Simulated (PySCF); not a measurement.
C₂H₅Si, SMILES [Si]([CH2])C (connectivity only; charge and spin as stated), neutral, multiplicity 2.

Geometry: ωB97X-D3(BJ)/def2-TZVP. The isomer is the one that the SMILES or the coordinates give; other isomers of the formula were not compared.

These are TDA-M06-2X/def2-SVPD run with PySCF values and carry that method's errors.

Vertical excitations. The molecule is in vacuum.

Q: List the lowest excited states. (An estimate is asked for; the answer gives what the named calculation found.)

A: 
```json
[
 {"state": "root 1", "energy (eV)": "1.43", "λ (nm)": "868", "f": "0.002", "main pairs": "β HOMO→LUMO 93 %"},
 {"state": "root 2", "energy (eV)": "3.17", "λ (nm)": "391", "f": "0.001", "main pairs": "α HOMO→LUMO 55 %, β HOMO→LUMO+1 41 %"},
 {"state": "root 3", "energy (eV)": "3.79", "λ (nm)": "327", "f": "0.015", "main pairs": "α HOMO−1→LUMO 97 %"},
 {"state": "root 4", "energy (eV)": "4.52", "λ (nm)": "274", "f": "0.007", "main pairs": "β HOMO−1→LUMO 90 %"},
 {"state": "root 5", "energy (eV)": "5.57", "λ (nm)": "223", "f": "0.000", "main pairs": "α HOMO→LUMO+1 34 %, β HOMO→LUMO+2 38 %, β HOMO→LUMO+3 11 %"},
 {"state": "root 6", "energy (eV)": "5.63", "λ (nm)": "220", "f": "0.195", "main pairs": "α HOMO→LUMO 31 %, α HOMO−1→LUMO+2 8 %, β HOMO→LUMO+1 42 %"},
 {"state": "root 7", "energy (eV)": "5.79", "λ (nm)": "214", "f": "0.014", "main pairs": "α HOMO−1→LUMO+1 89 %"},
 {"state": "root 8", "energy (eV)": "5.82", "λ (nm)": "213", "f": "0.078", "main pairs": "α HOMO→LUMO+1 39 %, β HOMO→LUMO+2 36 %, β HOMO→LUMO+4 14 %"},
 {"state": "root 9", "energy (eV)": "6.04", "λ (nm)": "205", "f": "0.013", "main pairs": "α HOMO→LUMO+1 15 %, β HOMO→LUMO+4 67 %"},
 {"state": "root 10", "energy (eV)": "6.10", "λ (nm)": "203", "f": "0.006", "main pairs": "β HOMO→LUMO+3 71 %, β HOMO→LUMO+2 15 %"}
]
```
Unrestricted roots are not spin-pure.
